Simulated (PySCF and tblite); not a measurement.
Values are calculated unless marked as measured or tabulated.
**Conformers and averaged properties: C₈H₁₃O (charge -1), numbered as in [CH2:1]=[CH:2][C@@:3]1([O-:4])[CH2:5][C@@:6]1([CH3:7])[CH2:8][CH3:9]**

Geometries GFN2-xTB; weights from B3LYP-D3(BJ)/def2-SVP (IEF-PCM, cyclohexane) energies and GFN2-xTB thermal corrections, with symmetry numbers and mirror pairs. Conformers within 3 kcal/mol (GFN2-xTB free energy) were kept, 4 at most. GIAO shieldings: wB97X-D/pcSseg-1 (IEF-PCM, cyclohexane). Shifts are against TMS (¹H), TMS (¹³C) at the same level; of two unlike H on one atom, a is the less shielded. Codes: tblite and PySCF.

Torsions listed: C1–C2–C3–O4, C3–C6–C8–C9.

```json
{"conformer": "1", "shape": "9°, 67°", "symmetry": "C1", "E(GFN2) kcal/mol": "0.18", "E(DFT) kcal/mol": "0.00", "G(298.15 K) kcal/mol": "0.00", "weight %": "61.8"}
{"conformer": "2", "shape": "10°, -150°", "symmetry": "C1", "E(GFN2) kcal/mol": "0.36", "E(DFT) kcal/mol": "0.33", "G(298.15 K) kcal/mol": "0.32", "weight %": "36.1"}
{"conformer": "3", "shape": "-136°, 76°", "symmetry": "C1", "E(GFN2) kcal/mol": "0.76", "E(DFT) kcal/mol": "2.46", "G(298.15 K) kcal/mol": "2.32", "weight %": "1.2"}
{"conformer": "4", "shape": "-112°, -146°", "symmetry": "C1", "E(GFN2) kcal/mol": "0.00", "E(DFT) kcal/mol": "2.64", "G(298.15 K) kcal/mol": "2.54", "weight %": "0.9"}
```

Weights (%) against temperature:

```csv
T (K),1,2,3,4,S(mix) cal/mol/K
250,64.5,34.5,0.6,0.4,1.39
273.15,63.2,35.4,0.9,0.6,1.45
298.15,61.8,36.1,1.2,0.9,1.51
323.15,60.5,36.6,1.7,1.2,1.58
373.15,58.3,37.0,2.7,2.0,1.71
```

Averaged shifts at 298.15 K. ¹H: 6.82 (H2, 1H), 5.64 (H1a, 1H), 4.93 (H1b, 1H), 1.65 (H8a, 1H), 1.33 (H7, 3H), 1.15 (H8b, 1H), 0.96 (H9, 3H), 0.21 (H5a, 1H), -0.49 (H5b, 1H) ppm. ¹³C: 171.7 (C2), 109.3 (C1), 75.9 (C3), 39.3 (C5), 37.7 (C8), 29.6 (C6), 18.8 (C7), 14.4 (C9) ppm.

Coordinates of conformer 1 (Å):

```xyz
22

C     2.638    1.183    0.561
C     1.581    0.443    0.871
C     1.086   -0.666    0.001
O     1.793   -1.039   -1.012
C     0.218   -1.676    0.805
C    -0.500   -0.696   -0.090
C    -1.002   -1.268   -1.396
C    -1.413    0.339    0.539
C    -1.283    1.714   -0.115
H     3.160    0.996   -0.363
H     3.015    1.977    1.195
H     1.057    0.615    1.807
H     0.106   -1.557    1.879
H     0.239   -2.710    0.485
H    -0.120   -1.607   -1.944
H    -1.513   -0.510   -1.991
H    -1.685   -2.113   -1.250
H    -2.458    0.001    0.455
H    -1.195    0.437    1.606
H    -1.935    2.445    0.370
H    -1.547    1.663   -1.169
H    -0.252    2.052   -0.042
```

The ion is treated without a counter-ion. Shifts are unscaled: against experiment ¹³C can be off by 15 ppm or more and ¹H by 0.8 ppm. For its torsions the set is small; conformers may be missing.

Search and properties took 5.1 min on 1 thread of Intel Xeon @ 2.80GHz, shared host (rough), launched as `OMP_NUM_THREADS=1 python ens_run.py task.json out`.
